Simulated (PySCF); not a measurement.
How the method moves the HOMO and LUMO of `CB([SiH3])BF`

Compound: CH7B2FSi.
Z-matrix (Å and degrees, PBE0-D3(BJ)/def2-SVP geometry), rows numbered from 1:
```
C 
B   1  1.5632
Si  2  2.0327  1  120.03
B   2  1.6844  1  124.51  3  -175.41
F   4  1.3302  2  122.49  1   -98.11
H   1  1.1123  2  102.28  3    89.97
H   1  1.1001  2  115.63  3   -24.30
H   1  1.1003  2  115.64  3  -155.39
H   3  1.4989  2  113.59  1   -11.95
H   3  1.5018  2  106.68  1   106.79
H   3  1.4983  2  113.00  1  -135.78
H   4  1.2208  2  121.84  1    84.76
```

Basis pcSseg-2 throughout (PySCF), one geometry. One conformer (not necessarily the lowest) at the PBE0-D3(BJ)/def2-SVP geometry, without solvent, vibrations or thermal averaging.

Task: How do the orbital energies, the gap and the dipole change with the method?

Result: 
```tsv
method	kind	HOMO (eV)	LUMO (eV)	gap (eV)	μ (D)	SCF cycles
BLYP	GGA	-6.12	-2.82	3.30	1.66	14
OPBE	GGA	-6.14	-2.89	3.25	1.66	15
PBE	GGA	-6.20	-3.02	3.18	1.67	14
B97-D	GGA	-6.21	-2.80	3.41	1.67	15
KT2	GGA	-6.26	-3.05	3.21	1.67	15
LDA	LDA	-6.26	-3.24	3.03	1.72	14
BP86	GGA	-6.30	-3.06	3.23	1.67	14
KT3	GGA	-6.31	-2.96	3.36	1.65	15
B97-2	global hybrid	-7.22	-2.04	5.18	1.71	12
B3LYP	global hybrid	-7.29	-2.23	5.06	1.71	12
PBE0	global hybrid	-7.45	-2.06	5.40	1.72	12
mPW1PW91	global hybrid	-7.49	-2.05	5.44	1.72	12
BHandHLYP	global hybrid	-8.65	-0.97	7.68	1.76	12
CAM-B3LYP	range-separated hybrid	-8.83	-0.89	7.94	1.72	12
wB97X-D	range-separated hybrid	-9.32	-0.16	9.16	1.70	14
LC-wPBE	range-separated hybrid	-10.13	0.25	10.38	1.71	15
HF	Hartree–Fock	-10.40	1.52	11.92	1.80	11
```

The HOMO spans 4.28 eV, from BLYP down to HF, and the gap runs from 3.03 eV (LDA) to 11.92 eV (HF). Over the methods BLYP (0 %), OPBE (0 %), PBE (0 %), B97-D (0 %), KT2 (0 %), LDA (0 %), BP86 (0 %), KT3 (0 %), B97-2 (21 %), B3LYP (20 %), PBE0 (25 %), mPW1PW91 (25 %), BHandHLYP (50 %), HF (100 %), a straight line through the gap against the share of exact exchange rises by 0.87 eV for each 10 % (correlation coefficient 0.999). The dipole ranges from 1.65 D (KT3) to 1.80 D (HF). This basis has no diffuse functions.
